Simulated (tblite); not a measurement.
A geometry optimisation, step by step.

Compound: C7H11GeNO.
Numbering: `[N:1]#[C:2][C@@H:3]1[CH2:4][GeH2:5][CH2:6][C@@:7]12[CH2:8][C@H:9]2[OH:10]` (hydrogens: H11 on C3; H12, H13 on C4; H14, H15 on Ge5; H16, H17 on C6; H18, H19 on C8; H20 on C9; H21 on O10)

Computed with GFN2-xTB (tblite), gas phase: L-BFGS steps from a force-field or distance-geometry start until the largest atomic force falls under 0.01 eV/Å. 4 of its 87 geometries are shown.

Step 0: E = -800.4673 eV, largest atomic force 2.921 eV/Å
```
atom  x, y, z in Å  |  force x, y, z in eV/Å
N1      0.084   -2.711    1.680    0.135   1.874  -2.236
C2      0.161   -1.980    0.773   -0.025  -1.354   1.683
C3      0.290   -1.067   -0.358   -0.531   0.095   0.220
C4      1.752   -0.689   -0.605    0.702  -0.897  -0.142
Ge5     2.110    0.852    0.519    1.298   0.618   0.330
C6      0.247    1.266    0.809   -0.496   0.014   0.731
C7     -0.487    0.246   -0.056   -0.533   0.657  -0.289
C8     -1.307    0.824   -1.201   -0.427  -0.342   0.185
C9     -2.006    0.234    0.021    0.517   0.258  -0.938
O10    -2.614   -0.999   -0.243   -0.504   0.156   1.615
H11    -0.123   -1.583   -1.261    0.040   0.344   0.681
H12     1.892   -0.405   -1.657   -0.015  -0.313   0.186
H13     2.442   -1.528   -0.345   -0.568   0.426  -0.500
H14     2.812    0.450    1.834   -0.025   0.312  -0.510
H15     2.828    1.976   -0.288   -0.091  -0.496   0.529
H16     0.007    1.106    1.895   -0.064   0.295  -0.866
H17     0.043    2.322    0.530   -0.288  -0.782   0.269
H18    -1.402    0.184   -2.116    0.119   1.100   0.856
H19    -1.390    1.929   -1.255    0.245  -1.042  -0.454
H20    -2.531    0.972    0.677    0.399  -0.932  -0.359
H21    -2.817   -1.378    0.646    0.112   0.010  -0.992
```

Step 29: E = -800.9806 eV, largest atomic force 0.068 eV/Å
```
atom  x, y, z in Å  |  force x, y, z in eV/Å
N1      0.034   -2.433    1.799   -0.004   0.015   0.001
C2      0.150   -1.821    0.839    0.024  -0.004   0.002
C3      0.267   -1.012   -0.350   -0.034   0.024   0.003
C4      1.745   -0.707   -0.641   -0.028  -0.044  -0.022
Ge5     2.160    0.835    0.535   -0.040  -0.012  -0.023
C6      0.234    1.211    0.848    0.043   0.018   0.044
C7     -0.502    0.286   -0.099    0.028   0.061  -0.010
C8     -1.330    0.833   -1.232   -0.026   0.008   0.013
C9     -2.010    0.223   -0.042    0.024  -0.028   0.010
O10    -2.668   -0.989   -0.222   -0.007  -0.024  -0.015
H11    -0.196   -1.563   -1.177   -0.004  -0.031   0.026
H12     1.857   -0.429   -1.689   -0.017   0.020  -0.006
H13     2.357   -1.591   -0.471    0.020  -0.008   0.014
H14     2.927    0.495    1.782   -0.020  -0.009  -0.024
H15     2.916    1.921   -0.175    0.009   0.019  -0.006
H16    -0.017    0.955    1.880   -0.030   0.014   0.019
H17    -0.044    2.252    0.694   -0.031  -0.038  -0.029
H18    -1.373    0.268   -2.151    0.036   0.001   0.011
H19    -1.401    1.901   -1.370    0.029   0.009   0.027
H20    -2.508    0.895    0.657    0.024  -0.005  -0.011
H21    -2.607   -1.513    0.587    0.004   0.011  -0.024
```

Step 57: E = -800.9889 eV, largest atomic force 0.021 eV/Å
```
atom  x, y, z in Å  |  force x, y, z in eV/Å
N1      0.081   -2.373    1.880    0.015   0.011  -0.008
C2      0.178   -1.792    0.900    0.003   0.002   0.003
C3      0.255   -1.021   -0.318    0.005  -0.010  -0.005
C4      1.718   -0.709   -0.665    0.001   0.000   0.006
Ge5     2.151    0.826    0.517   -0.003   0.004   0.005
C6      0.232    1.205    0.871   -0.017  -0.009  -0.008
C7     -0.506    0.283   -0.077   -0.003  -0.014  -0.008
C8     -1.299    0.847   -1.223   -0.019  -0.001  -0.002
C9     -2.013    0.218   -0.063    0.011  -0.006   0.011
O10    -2.657   -0.995   -0.290    0.003   0.009   0.005
H11    -0.232   -1.603   -1.109   -0.008   0.008  -0.008
H12     1.788   -0.418   -1.714   -0.018  -0.005   0.005
H13     2.344   -1.588   -0.521    0.010   0.003   0.000
H14     2.936    0.455    1.742   -0.003   0.003   0.001
H15     2.896    1.929   -0.182   -0.003  -0.009   0.000
H16    -0.018    0.960    1.906    0.003  -0.003   0.001
H17    -0.051    2.242    0.702   -0.003   0.002   0.017
H18    -1.316    0.303   -2.155    0.015  -0.007  -0.002
H19    -1.360    1.919   -1.335    0.012   0.006  -0.004
H20    -2.536    0.875    0.631    0.006  -0.001  -0.007
H21    -2.600   -1.546    0.500   -0.006   0.015   0.001
```

Step 86: E = -800.9914 eV, largest atomic force 0.010 eV/Å
```
atom  x, y, z in Å  |  force x, y, z in eV/Å
N1      0.183   -2.352    1.923   -0.003   0.007  -0.006
C2      0.223   -1.785    0.930   -0.002  -0.005   0.001
C3      0.251   -1.033   -0.301    0.003   0.002  -0.001
C4      1.703   -0.704   -0.678    0.001   0.002   0.001
Ge5     2.139    0.825    0.512   -0.004  -0.002  -0.001
C6      0.221    1.183    0.892   -0.002   0.000   0.002
C7     -0.511    0.270   -0.068    0.003   0.002  -0.004
C8     -1.272    0.843   -1.232    0.002  -0.002   0.002
C9     -2.017    0.229   -0.084   -0.001   0.001  -0.003
O10    -2.679   -0.973   -0.319   -0.001  -0.001  -0.002
H11    -0.246   -1.631   -1.074    0.000   0.002   0.002
H12     1.742   -0.401   -1.725    0.000   0.000   0.002
H13     2.345   -1.575   -0.558   -0.003   0.002   0.000
H14     2.937    0.451    1.727    0.005   0.000  -0.001
H15     2.870    1.937   -0.187    0.000   0.002  -0.003
H16    -0.015    0.909    1.923    0.000  -0.002   0.004
H17    -0.078    2.220    0.752    0.001   0.000  -0.001
H18    -1.272    0.295   -2.162   -0.001  -0.002   0.006
H19    -1.313    1.916   -1.351    0.005  -0.007   0.002
H20    -2.541    0.899    0.596   -0.002  -0.002   0.001
H21    -2.676   -1.505    0.486    0.000   0.003  -0.001
```

**Question.** Summarise the path.

**Answer.** The energy falls by 0.5241 eV from step 0 to step 86; nine tenths of that is first reached at step 10. It falls at every step. The largest force goes from 2.921 to 0.010 eV/Å. Among the bonds Ge5–C6 changes most (a near tie, within 0.001 Å, with another), from 1.930 to 1.987 Å; the atoms move by 0.186 Å rms after alignment.

What follows is the cost of the whole relaxation. Time: 1.3 s. Hardware: one thread, Arm Neoverse N1 (aarch64), shared host.
